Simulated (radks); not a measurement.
Values are calculated unless marked as measured or tabulated.
Coulomb parameter of the 5d shell of the hafnium ion Hf+ in the model configuration [Xe] 4f14 5d2 6s1, as a second difference U = [E(n + 1) + E(n - 1) - 2 E(n)] / (1)^2 with all orbitals relaxed. "Bare": the charge of the atom changes with n. "Screened": the 6s shell takes up the change at fixed total charge, which measures U(5d,5d) + U(6s,6s) - 2 U(5d,6s). Level of theory: scalar-relativistic Kohn-Sham, BLYP, spin-unpolarised, spherical densities, point nucleus (a radial shooting solver on a logarithmic mesh with Libxc functionals).

case	configuration	E - E(n) (eV)
start	[Xe] 4f14 5d2 6s1	0.000
bare +1	[Xe] 4f14 5d3 6s1	-5.299
bare -1	[Xe] 4f14 5d1 6s1	13.667
screened +1	[Xe] 4f14 5d3	2.098
screened -1	[Xe] 4f14 5d1 6s2	-1.528

U(bare) = 8.368 eV, U(screened by 6s) = 0.570 eV, against the Slater integral F0(5d,5d) = 10.859 eV with frozen orbitals.
